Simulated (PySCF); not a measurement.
A PySCF script (with the pyscf-properties extension) for the NMR shieldings of SMILES CC#[N+][AlH2-][N]1CCCC1, C$_{6}$H$_{13}$AlN$_{2}$, on a GFN2-xTB geometry:

```python
import basis_set_exchange as bse
import numpy as np
from pyscf import gto, dft
from pyscf.prop import nmr

atoms = """
C     4.101197   -0.155980   -0.841596
C     2.980220   -0.670706   -0.127426
N     2.078556   -1.097401    0.441614
Al    0.453748   -0.937767    1.581877
N    -0.533092    0.008899    0.386091
C    -1.272987    1.217544    0.683393
C    -2.713705    0.907366    0.242543
C    -2.536799   -0.138779   -0.874246
C    -1.015118   -0.378681   -0.922612
H     4.931540   -0.002893   -0.152296
H     3.833553    0.795575   -1.301342
H     4.399736   -0.862372   -1.616225
H     1.084218   -0.062984    2.712295
H     0.067547   -2.410555    1.881167
H    -0.887426    2.065247    0.094823
H    -1.185967    1.461777    1.743780
H    -3.274070    0.484568    1.075758
H    -3.231497    1.801121   -0.103875
H    -3.054203   -1.062541   -0.619792
H    -2.915028    0.214830   -1.833059
H    -0.568596    0.260042   -1.703502
H    -0.752237   -1.416924   -1.133581
"""
names = dict.fromkeys(["C", "N", "Al", "H"], "pcSseg-1")
basis = {el: gto.basis.parse(bse.get_basis(n, elements=[el], fmt="nwchem")) for el, n in names.items()}
mol = gto.M(atom=atoms, basis=basis, charge=0, verbose=0)
mf = dft.RKS(mol, xc="PBE0")
mf.grids.level = 2
mf.grids.alignment = dft.numint.BLKSIZE   # the property module wants whole blocks of grid points
mf.conv_tol = 1e-9
mf.kernel()

calc = nmr.RKS(mf)   # GIAO
C = mf.mo_coeff
Co = C[:, mf.mo_occ > 0]
resp = mf.gen_response(singlet=True, hermi=2)
def vind(x):   # induced exchange potential for any number of trial vectors
    d = np.einsum("pi,xij,qj->xpq", C, 2 * x.reshape(-1, C.shape[1], Co.shape[1]), Co, optimize=True)
    return np.einsum("xpq,pi,qj->xij", resp(d - d.transpose(0, 2, 1)), C, Co, optimize=True).ravel()
mo1, _ = nmr.rhf.solve_mo1(calc, with_cphf=vind)
sigma = calc.kernel(mo1)
for i, s in enumerate(sigma):   # ppm
    w = np.linalg.eigvalsh((s + s.T) / 2)
    print("%2d %-2s iso %8.1f  s11 %8.1f  s22 %8.1f  s33 %8.1f" % (i, mol.atom_pure_symbol(i), w.mean(), *w))
```

Problem. What are the results?

Solution. 
```
 0 C  iso    185.8  s11    177.6  s22    178.0  s33    201.9
 1 C  iso     55.6  s11    -50.4  s22    -40.0  s33    257.3
 2 N  iso     22.6  s11   -132.1  s22   -124.7  s33    324.6
 3 Al iso    442.0  s11    389.7  s22    458.2  s33    478.2
 4 N  iso    200.9  s11    167.3  s22    190.9  s33    244.5
 5 C  iso    131.8  s11     97.2  s22    130.6  s33    167.7
 6 C  iso    157.5  s11    131.9  s22    163.8  s33    176.9
 7 C  iso    158.7  s11    130.3  s22    167.9  s33    178.0
 8 C  iso    133.5  s11     99.6  s22    131.7  s33    169.0
 9 H  iso     29.3  s11     24.4  s22     26.9  s33     36.6
10 H  iso     29.2  s11     24.1  s22     28.0  s33     35.6
11 H  iso     29.4  s11     24.6  s22     27.0  s33     36.5
12 H  iso     27.5  s11     24.6  s22     25.9  s33     32.0
13 H  iso     28.0  s11     24.5  s22     26.2  s33     33.5
14 H  iso     29.0  s11     22.3  s22     28.4  s33     36.1
15 H  iso     28.1  s11     23.1  s22     27.5  s33     33.8
16 H  iso     30.3  s11     25.2  s22     28.1  s33     37.6
17 H  iso     30.2  s11     25.4  s22     27.6  s33     37.6
18 H  iso     30.2  s11     25.0  s22     28.1  s33     37.4
19 H  iso     30.3  s11     25.3  s22     28.0  s33     37.6
20 H  iso     29.1  s11     22.2  s22     29.0  s33     36.0
21 H  iso     28.3  s11     23.4  s22     28.1  s33     33.4
```

These numbers come from an equivalent density-fitted implementation of the same equations, which agrees with the script to about 0.01 ppm for H and up to a few tenths of a ppm for heavy atoms, so last digits may differ.

Size and cost of the density-fitted run: 225 basis functions, 110 s wall time on 1 thread of an Arm Neoverse N1, shared host; peak memory 1.1 GiB.
